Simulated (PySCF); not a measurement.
A GIAO shielding run with PySCF 2.14 (density fitting, non-relativistic, gas phase) on SMILES CC1=CC[C@@H](C)[C@H]1N[SiH3], C7H15NSi:

```
$ OMP_NUM_THREADS=1 python probes_run.py task.json out

{"job": {"kind": "nmr", "xc": "PBE0", "basis": "pcSseg-1"}, "charge": 0, "multiplicity": 1}
C      0.897024     2.325206     0.857749
C     -0.141886     1.361871     0.401849
C     -1.310521     1.617757    -0.169737
C     -2.079058     0.371731    -0.494836
C     -1.320423    -0.720469     0.279725
C     -1.339541    -2.085251    -0.390484
C      0.101094    -0.131548     0.485276
N      1.039103    -0.559116    -0.528420
Si     2.677631    -0.973251    -0.257922
H      1.849239     2.104700     0.377027
H      1.042202     2.234439     1.934421
H      0.608298     3.347790     0.626964
H     -1.700880     2.596068    -0.397259
H     -3.124571     0.441435    -0.191120
H     -2.062064     0.180770    -1.572329
H     -1.774405    -0.809575     1.271682
H     -0.753812    -2.795980     0.187362
H     -0.916946    -2.032268    -1.390199
H     -2.361575    -2.451561    -0.463673
H      0.515655    -0.429810     1.451463
H      0.764916    -0.228968    -1.441422
H      3.590708     0.150928     0.026412
H      3.099003    -1.627558    -1.495276
H      2.689074    -1.867576     0.900303
```

Hardware: 1 thread of an Arm Neoverse V2, shared host. The job also computes population analyses, field gradients, ring-centre shieldings.

(1) How large is the calculation?

(2) How long does it take, and how much memory does it need?

## Answers

(1) 78 electrons, 235 basis functions and 1232 auxiliary functions.

(2) 43 s of wall time, with 14 SCF cycles and 4 response iterations; peak memory 1.1 GiB. Times on a shared host scatter by some tens of per cent.
